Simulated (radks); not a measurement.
Coulomb parameter of the 4d shell of the cadmium ion Cd3+ in the model configuration [Kr] 4d7 5p2, as a second difference U = [E(n + 1) + E(n - 1) - 2 E(n)] / (1)^2 with all orbitals relaxed. "Bare": the charge of the atom changes with n. "Screened": the 5p shell takes up the change at fixed total charge, which measures U(4d,4d) + U(5p,5p) - 2 U(4d,5p). Calculated with a radial shooting solver on a logarithmic mesh with Libxc functionals: scalar-relativistic Kohn-Sham, SCAN, spin-unpolarised, spherical densities, finite nucleus; meta-GGA in the generalised Kohn-Sham scheme; Fermi nuclear charge, rms radius 4.6087 fm.

case         configuration  E - E(n) (eV)
start         [Kr] 4d7 5p2          0.000
bare +1       [Kr] 4d8 5p2        -50.134
bare -1       [Kr] 4d6 5p2         66.550
screened +1   [Kr] 4d8 5p1        -27.886
screened -1   [Kr] 4d6 5p3         31.484

U(bare) = 16.417 eV, U(screened by 5p) = 3.598 eV, against the Slater integral F0(4d,4d) = 21.746 eV with frozen orbitals.
